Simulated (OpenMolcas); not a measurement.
**Pd2+ in octahedral coordination: ligands and hosts compared**

| Property | Result |
| --- | --- |
| Program | OpenMolcas 26.06 |
| Method | SS-CASPT2, IPEA 0.25 Eh, imaginary shift 0.1 Eh |
| Active space | 8 electrons in 5 orbitals (4d) |
| Spin-orbit coupling | RASSI with atomic mean-field integrals over the reference wave functions |

Distances were set from a Shannon-type radius of the metal (high-spin where two are listed, low-spin for CN, NH3 and NCH) plus a fixed donor radius (Cl 1.76, NH3 1.42, F 1.31, O 1.38 Å), in hosts weighted 0.65 to 0.35 with the host's distance in the model lattice. Anionic complexes are neutralised by point charges, and hosts are embedded clusters. Ligand basis ANO-RCC-VDZP. States (labels of the rotation group of each site). Energies in cm-1 above the lowest state or level, χT in cm3 K/mol; 10Dq and B are least-squares fits to the states below 45000 cm-1, weighted by degeneracy, with a free offset, and given where the rms deviation is under 5 % of |10Dq| (or 100 cm-1) and under 700 cm-1.

```
Ligand or host  R (Å)   Metal basis  Outer charge (e at Å behind ligand)  Ground state  First state of that spin   10Dq  B (rms of fit)  First gap with spin-orbit (degeneracies)  χT at 300 K  First state of another spin
            Cl   2.62  ANO-RCC-VDZP                          0.67 at 2.6           3A2                  3T2 8620                                                      6330 (3, 2)        1.588                      1E 7210
           NH3   2.28  ANO-RCC-VDZP                                           2S+1 = 3                     19650                                                         0 (1, 2)        1.262               2S+1 = 1: 8130
          NaCl   2.69  ANO-RCC-VTZP                                                3A2                 3T2 10160                                                      5770 (3, 2)        1.497                      1E 6130
         KCdF3  2.163  ANO-RCC-VTZP                                                3A2                 3T2 13840                                                      8930 (3, 2)        1.400                      1E 9390
     Cs2NaYCl6   2.62  ANO-RCC-VTZP                                                3A2                 3T2 10980                                                      6010 (3, 2)        1.458                      1E 6330
           LiF  2.115  ANO-RCC-VTZP                                                3A2                 3T2 18580                                                      8190 (3, 2)        1.278                      1E 8350
      Cs2NaYF6  2.173  ANO-RCC-VTZP                                                3A2                 3T2 13390                                                      8730 (3, 2)        1.412                      1E 9210
           NaF  2.221  ANO-RCC-VTZP                                                3A2                 3T2 13220                                                      8330 (3, 2)        1.412                      1E 8760
           CaO  2.298  ANO-RCC-VTZP                                                3A2                 3T2 17290  17731       510 (582)                               5870 (3, 2)        1.273                      1E 5970
```

The rows also differ in their metal basis and outer charges, so part of each step comes from that.

Roots that are degenerate in the reference are averaged as groups; the widest CASPT2 spread within a group is 1000 cm-1 (the 3-fold group of multiplicity 1 near 20400 cm-1 above the lowest state of its run, Cl). Shifts and gaps below about the spread of the groups concerned are not significant. Over all roots computed the reference weight is 0.65 to 0.66 in Cl, 0.67 to 0.69 in NH3, 0.65 to 0.67 in NaCl, 0.65 to 0.66 in Cs2NaYCl6, 0.72 to 0.73 in LiF, 0.71 to 0.72 in NaF, 0.66 to 0.69 in CaO; a low but even weight reflects the number of correlated electrons. Real 4d8 and 5d8 ions are as a rule square planar and diamagnetic. Ligand-to-metal charge-transfer states are missing. With no ligand orbital active B as a rule stays too high, so bands that hang on it stand too high and its fall with covalency is understated. With one d shell and no ligand orbital active, 10Dq can be off by a tenth or more. These CASPT2 states fit no ligand-field parameters well, so their order and spin gaps are uncertain (holds for Cl; NaCl; Cs2NaYCl6). The least metal-like active orbital is 84 % on the metal (Löwdin) and no ligand orbital is active, so the numbers are rough (holds for NH3; CaO). Free-ion shares, where given, are those of the reference states; single-state CASPT2 does not remix them (holds for KCdF3; Cs2NaYF6). No measured value stands beside these numbers; the geometry is a model, was not optimised and need not be the one that this ion takes.

A state without a sure symmetry label is named by its multiplicity alone.
